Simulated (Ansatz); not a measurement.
`[CH3][In]([CH3])[SiH3]` + `[F][AlH][CH2][GeH3]` → `[CH3][In]([F])[SiH3]` + `[CH3][AlH][CH2][GeH3]`  (redistribution)

Computed with Ansatz on PBE0-D4/def2-TZVP structures; ΔE is electronic, products minus reactants. CCSD(T)/CBS is the MP2 limit (def2-TZVPP, def2-QZVPP) plus CCSD(T) − MP2 in def2-TZVPP, frozen cores. Elements past krypton have def2 core potentials. For Ge, In outer-core shells are correlated without core-valence functions, which leaves a few kJ/mol of doubt a bond. Scalar relativity is left out up to krypton. One conformer a species, not always the lowest.

| species | CCSD(T)/CBS(def2) energy (Eh) |
| --- | --- |
| `[CH3][In]([CH3])[SiH3]` | -560.40261 |
| `[F][AlH][CH2][GeH3]` | -2459.65666 |
| `[CH3][In]([F])[SiH3]` | -620.37912 |
| `[CH3][AlH][CH2][GeH3]` | -2399.64792 |

(1) Work out ΔE.

Largest T1 diagnostic among the species: 0.014.

Answers

(1) ΔE = (-620.37912) + (-2399.64792) − (-560.40261) − (-2459.65666) = 0.03223 Eh = +84.6 kJ/mol.

In def2-TZVPP, CCSD(T) changes the Hartree–Fock value by +6.8 kJ/mol (the triples alone add −0.7 kJ/mol) and MP2 by +11.0 kJ/mol. From PBE to PBE0 (25 % exact exchange), in def2-TZVPP and without D4, ΔE moves by +6.8 kJ/mol.
